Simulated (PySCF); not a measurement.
## Curvature of the energy in the electron number along the 3d series, charge +2

Calculated with PySCF 2.14, in def2-TZVP, non-relativistic: one orbital is emptied in steps, and each cell gives the departure of E from the straight line at half an electron, in eV (from a cubic fit). The exact functional gives zero.

```
species   orbital    LDA    PBE  r2SCAN   PBE0  BHandHLYP  LC-wPBE  wB97X   UHF
   Sc²⁺  3d alpha  -1.76  -1.73   -1.59  -1.24      -0.77    -0.53  -0.59  0.19
   Ti²⁺  3d alpha  -1.87  -1.83   -1.74  -1.30      -0.77    -0.59  -0.65  0.29
    V²⁺  3d alpha  -1.96  -1.92   -1.79  -1.34      -0.77    -0.65  -0.69  0.39
   Cr²⁺  3d alpha  -2.06  -2.00   -1.85  -1.38      -0.76    -0.71  -0.73  0.47
   Mn²⁺  3d alpha  -2.15  -2.10   -1.95  -1.43      -0.77    -0.79  -0.81  0.56
   Co²⁺   3d beta  -2.18  -2.12   -1.97  -1.40      -0.71    -0.79  -0.78  0.71
   Ni²⁺   3d beta  -2.27  -2.20   -2.02  -1.44      -0.69    -0.85  -0.82  0.81
   Cu²⁺   3d beta  -2.35  -2.27   -2.07  -1.47      -0.68    -0.91  -0.87  0.90
   Zn²⁺   3d beta  -2.46  -2.39   -2.17  -1.53      -0.68    -0.99  -0.93  1.01
```

Task: Estimate the missing row, Fe²⁺.

Result: The calculation gives LDA -2.06; PBE -2.01; r2SCAN -1.82; PBE0 -1.34; BHandHLYP -0.71; LC-wPBE -0.70; wB97X -0.71; UHF 0.60.

Task: How does the mean departure depend on the functional?

Result: LDA -2.11 eV; PBE -2.05 eV; r2SCAN -1.90 eV; PBE0 -1.39 eV; BHandHLYP -0.73 eV; LC-wPBE -0.75 eV; wB97X -0.76 eV; UHF 0.59 eV. Semilocal functionals are convex (delocalisation error), Hartree-Fock is concave or straight, and exact exchange removes curvature roughly in proportion to its share, so among the functionals the range-separated hybrids usually come closest to zero.
